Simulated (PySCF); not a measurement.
**Correlation energy of Ga²⁹⁺ (gallium, charge +29)**

Starting occupation: 1s2. Computed with PySCF 2.14 in an uncontracted even-tempered set (17 s from 4.3 bohr⁻², ratio 2.6; 11 p from 5.6 bohr⁻², ratio 2.6; 6 d from 5.7 bohr⁻², ratio 2.8; 3 f from 250 bohr⁻², ratio 2.8), with X2C-1e with screened-nucleus spin-orbit coupling, Gaussian nucleus. Frozen: nothing; 2 electrons correlated; the 34 highest virtual spinors left out.

Total MP2 correlation energy: -48.60 mhartree.

With two correlated electrons CCSD is exact within the correlated space (frozen core and kept virtual orbitals).

The virtual space was cut to 52 spinors, which keep -46.01 of the -48.60 mhartree of MP2 correlation.

```tsv
level	correlation energy (mhartree)
CCSD	-46.52
```

Diagnostics: T1 = 3.1e-06, largest double amplitude 0.002.

Is a single reference adequate?

Yes: T1 lies below 0.03 and no double amplitude reaches 0.07.

The coupled-cluster values are those of the cut space; adding the MP2 remainder, -2.59 mhartree, estimates the full space.

At this charge the one-electron X2C treatment keeps the bare 1/r₁₂, with no two-electron picture change or Breit term. That inflates the 1s pair energies well beyond their four-component values.
